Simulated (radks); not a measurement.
Neutral helium inside a hard spherical wall (all orbitals vanish at R), configuration held at [He] and not refilled when levels cross. Calculated with a radial shooting solver on a logarithmic mesh with Libxc functionals: non-relativistic Kohn-Sham, PBEsol, spin-polarised, spherical densities, point nucleus. Eigenvalues in eV for spin up, with the zero of energy where the potential of the charges vanishes at infinity; a dash marks a level that is unbound or too diffuse for the functional's potential to be trusted. A positive occupied level is held by the wall or, in an anion where self-interaction has pushed it up, behind a barrier. The pressure on the wall is -dE/dV.

R (bohr)  E (hartree)  kinetic (hartree)    e(1s)  e(2s, empty)  e(2p, empty)  pressure (GPa)
free         -2.85772              2.813  -15.499             -             -               0
8            -2.85772              2.813  -15.498         1.855         2.877        < 0.0001
7            -2.85771              2.813  -15.497         2.670         3.672        0.000865
6            -2.85765              2.814  -15.490         4.123         4.941         0.00976
5            -2.85714              2.819  -15.442         6.968         7.148           0.114
4            -2.85304              2.847  -15.171        13.223        11.436            1.42
3.5          -2.84449              2.895  -14.731        19.257        15.240            5.25
2.5          -2.74971              3.279  -11.388        47.901        31.876            86.7
2            -2.53550              3.929   -5.710        84.929        52.315             423
